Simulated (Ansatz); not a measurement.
`FC[B](Cl)[GaH2]` → `Cl[BH][GaH2]` + `[CH]F` at 500 K and 1 bar (formal loss of a carbene).

Computed with Ansatz on PBE0-D4/def2-TZVP structures; ΔE is electronic, products minus reactants. CBS: MP2 limit from def2 TZ/QZ plus the TZ coupled-cluster correction, frozen cores. This one scheme is used for every species. For Ga outer-core shells are correlated without core-valence functions, which leaves a few kJ/mol of doubt a bond. Scalar relativity is left out up to krypton. One conformer a species, not always the lowest.

```json
{"species": "`FC[B](Cl)[GaH2]`", "CCSD(T)/CBS energy (Eh)": "-2548.76454", "H − E (kJ/mol)": "173.1", "S (J/(mol·K))": "434.3"}
{"species": "`Cl[BH][GaH2]`", "CCSD(T)/CBS energy (Eh)": "-2410.30850", "H − E (kJ/mol)": "102.6", "S (J/(mol·K))": "357.3"}
{"species": "`[CH]F`", "CCSD(T)/CBS energy (Eh)": "-138.29972", "H − E (kJ/mol)": "50.0", "S (J/(mol·K))": "241.9"}
```

H − E and S are ideal-gas, rigid-rotor, harmonic terms from PBE0-D4/def2-TZVP, for one conformer and one mirror image of each species. 1 Eh = 2625.50 kJ/mol, R = 8.31446 J/(mol·K).

**Question.** By hand: ΔE, ΔH, ΔS and ΔG.

**Answer.** ΔE = (-2410.30850) + (-138.29972) − (-2548.76454) = 0.15632 Eh = 410.4 kJ/mol. Δ(H − E) = 102.6 + 50.0 − 173.1 = -20.5, so ΔH = 389.9 kJ/mol. ΔS = 357.3 + 241.9 − 434.3 = 164.9 J/(mol·K). ΔG = 389.9 − 500 × (164.9)/1000 = 307.4 kJ/mol.

**Question.** By hand: the equilibrium constant, and the temperature at which ΔG would vanish if ΔH and ΔS stayed fixed.

**Answer.** log₁₀ K = −ΔG/(RT ln 10) = -32.1. ΔG = 0 at ΔH/ΔS = 2364 K.

The number of gas molecules changes by +1, which sets the sign of ΔS. A doubt of 5 kJ/mol in ΔE shifts log₁₀ K by 0.5 here. Other conformers and mirror images would add mixing entropy, several J/(mol·K) or more a flexible species. Modes under 60 cm⁻¹, often nearly free rotors, make the harmonic entropy too high. These are equilibria of isolated gas molecules and say nothing of rates. Largest T1 diagnostic: 0.018 (customary marks: 0.02 for closed shells, 0.045 for open ones).
